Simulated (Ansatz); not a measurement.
Coupled-cluster diagnostics for GeBr2H2 (GeH2Br2), Ansatz.

Geometry of the singlet (B3LYP-D4/def2-SVP):

Cartesian coordinates in Å:
```
Ge 0.143 -0.120 -0.086
Br -2.145 -0.323 -0.415
Br 0.564 1.643 1.363
H 0.792 0.210 -1.437
H 0.646 -1.410 0.575
```

Correlated methods freeze 27 core orbitals; core or outer-core shells of Ge, Br are correlated, in sets that lack core-valence functions.

(1) Estimate the CCSD(T) correlation energy, the shares of MP2 and (T), T1 and the reference's ⟨S²⟩ for: charge 0, singlet, own geometry in def2-TZVPP; and the rough time on 4 threads of Intel Xeon on a shared host.

## Answers

(1) 
```json
{"state": "charge 0, singlet, own geometry", "basis": "def2-TZVPP", "correlation (eV)": "-22.991", "MP2 share (%)": "94.8", "(T) share (%)": "3.4", "T1": "0.008", "⟨S²⟩ (pure)": "0.00 (0.00)", "wall time": "93 s"}
```
Customary marks for T1 are 0.02 (closed shells), 0.045 (open shells) and about 0.05 (3d metals). T1 stays under 0.02 throughout.
